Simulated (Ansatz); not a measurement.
Sb, doublet (typed; the unrestricted solution is spin-contaminated) (core potentials on Sb); Ansatz (a quantum-chemistry and plane-wave program) with HF/def2-SVP.

The Ansatz input:
Ansatz 0.2 input:
```yaml
crystal:
  periodic: [false, false, false]
  atoms:
    - {symbol: Sb, position_ang: [0.00000000, 0.00000000, 0.00000000]}
basis:
  gaussian:
    orbitals: def2-SVP
hamiltonian:
  xc: hf
magnetization: {spin_polarized: true, initial_magnetization: 1}
```

Task: Write the output that Ansatz gives for this input, abridged.

Result: 
```
Functional definition: HF
153 factors; integrals over basis functions are off by at most 4.9e-5 eV
mean field evaluation 1: about -6508.6736 eV, gradient 3.6e0 eV
mean field evaluation 2: about -6508.6738 eV, gradient 3.6e0 eV
mean field evaluation 4: about -6508.8308 eV, gradient 3.0e-1 eV
mean field evaluation 8: about -6508.8315 eV, gradient 1.2e-3 eV
mean field evaluation 16: about -6510.1299 eV, gradient 4.4e-2 eV
mean field evaluation 32: about -6509.7161 eV, gradient 5.6e0 eV
mean field evaluation 64: about -6508.8314 eV, gradient 8.5e-2 eV
mean field -6510.12989767 eV, -239.2428610147 hartree, gradient 6.4e-6 eV, S^2 1.778599; 2 other end points of the search recorded, 0 dependent functions left out
reference -6510.12989767 eV, -239.2428610147 hartree; 12, 11 occupied and 14, 15 virtual orbitals, 153 factors
Total energy: -6510.12989767 eV, -239.2428610147 hartree
```
